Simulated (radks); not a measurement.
Q: Method: scalar-relativistic Kohn-Sham, LDA (Slater exchange, Perdew-Wang correlation), spin-unpolarised, spherical densities, finite nucleus; Fermi nuclear charge, rms radius of each element as measured or else 0.836 A^(1/3) + 0.57 fm; computed with a radial shooting solver on a logarithmic mesh with Libxc functionals. Response by self-consistent Sternheimer equations with the Hartree and adiabatic LDA kernel, the relativistic mass of each level held fixed and spin-orbit coupling left out. For heavy and open-shell atoms this level of theory can miss by tens of per cent. Rank Fe7+, Ca+, V4+, K, Mn6+, Ti3+, Sc2+, Cr5+, Co8+ (NIST ground configurations) by static dipole polarisability, largest first.

A: K 256.2, Ca+ 65.07, Sc2+ 5.093, Ti3+ 2.330, V4+ 1.447, Cr5+ 1.004, Mn6+ 0.7380, Fe7+ 0.5631, Co8+ 0.4414 bohr^3.
